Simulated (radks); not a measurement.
Values are calculated unless marked as measured or tabulated.
Species: In14+. Configuration: [Ar] 3d10 4s2 4p5.

Level of theory: Dirac Kohn-Sham, BLYP, spin-unpolarised, spherical densities, finite nucleus; open shells fill j = l - 1/2 first; Fermi nuclear charge, rms radius 4.6156 fm (a radial shooting solver on a logarithmic mesh with Libxc functionals).

Energy parts (eV):
| part | energy |
|---|---|
| total | -158230.561 |
| kinetic | 166387.255 |
| electron-nucleus | -372347.975 |
| Hartree | 51787.626 |
| exchange-correlation | -4057.468 |

Orbitals (lengths in bohr, moments of r in powers of bohr; r(90%) holds 90 % of the orbital's charge):
[
 {"orbital": "1s1/2", "occ.": "2", "eigenvalue (eV)": "-28070.85", "<1/r>": "51.86", "r(90%)": "0.0534", "small-component weight": "3.23e-02"},
 {"orbital": "2s1/2", "occ.": "2", "eigenvalue (eV)": "-4484.097", "<1/r>": "12.01", "r(90%)": "0.198", "small-component weight": "6.83e-03"},
 {"orbital": "2p1/2", "occ.": "2", "eigenvalue (eV)": "-4205.044", "<1/r>": "11.99", "r(90%)": "0.178", "small-component weight": "6.84e-03"},
 {"orbital": "2p3/2", "occ.": "4", "eigenvalue (eV)": "-3993.950", "<1/r>": "11.20", "r(90%)": "0.185", "small-component weight": "6.55e-03"},
 {"orbital": "3s1/2", "occ.": "2", "eigenvalue (eV)": "-1106.898", "<1/r>": "4.253", "r(90%)": "0.510", "small-component weight": "1.98e-03"},
 {"orbital": "3p1/2", "occ.": "2", "eigenvalue (eV)": "-994.5155", "<1/r>": "4.164", "r(90%)": "0.507", "small-component weight": "1.92e-03"},
 {"orbital": "3p3/2", "occ.": "4", "eigenvalue (eV)": "-955.8261", "<1/r>": "3.971", "r(90%)": "0.522", "small-component weight": "1.84e-03"},
 {"orbital": "3d3/2", "occ.": "4", "eigenvalue (eV)": "-757.9893", "<1/r>": "3.821", "r(90%)": "0.502", "small-component weight": "1.73e-03"},
 {"orbital": "3d5/2", "occ.": "6", "eigenvalue (eV)": "-749.9809", "<1/r>": "3.772", "r(90%)": "0.506", "small-component weight": "1.71e-03"},
 {"orbital": "4s1/2", "occ.": "2", "eigenvalue (eV)": "-405.2372", "<1/r>": "1.815", "r(90%)": "1.11", "small-component weight": "6.40e-04"},
 {"orbital": "4p1/2", "occ.": "2", "eigenvalue (eV)": "-364.9505", "<1/r>": "1.736", "r(90%)": "1.15", "small-component weight": "5.99e-04"},
 {"orbital": "4p3/2", "occ.": "3", "eigenvalue (eV)": "-355.9873", "<1/r>": "1.681", "r(90%)": "1.17", "small-component weight": "5.81e-04"}
]

The highest occupied level is 4p3/2 at -355.99 eV. For comparison, the ionisation energy in NIST's Atomic Spectra Database is 368 eV (theoretical). In exact Kohn-Sham theory the highest level is minus the ionisation energy, but local and semilocal functionals leave it too shallow, through self-interaction and a potential that decays too fast; potentials with the right tail come closer. The electron density at the nucleus is 1.75e+05 e/bohr^3. Summed over all electrons, <r^2> = 7.513 bohr^2, which gives a Langevin (diamagnetic) susceptibility term of -5.95 x 10^-6 cm^3/mol.

Beside tabulated values, note that spin-unpolarised runs miss the spin-polarisation part of the exchange energy of open shells.
